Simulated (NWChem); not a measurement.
Species: BeBrF; SMILES [F][Be][Br]

```xyz
3

Be     0.0000     0.0000     1.1564
F      0.0000     0.0000     2.5422
Br     0.0000     0.0000    -0.7945
```
Atoms are numbered in this order, from 1.

Computed with NWChem. Pople sets run with spherical d functions. STO-3G and 3-21G are far too small for this property and stand as cheap habits. Coordinates come from a PBE0/def2-SVP optimisation. Field at 589 nm.

```tsv
level	isotropic polarisability (bohr³)	anisotropy (bohr³)	relative time
B3LYP/STO-3G	13.6	22.2	1
B3LYP/6-31G*	25.9	18.7	9
B3LYP/def2-SVP	26.1	17.4	5
B3LYP/def2-SVPD	36.0	12.5	10
B3LYP/aug-cc-pVDZ	35.0	13.3	70
B3LYP/def2-TZVPD	36.7	12.3	50
```

Relative times are rough (shared machine, one core).
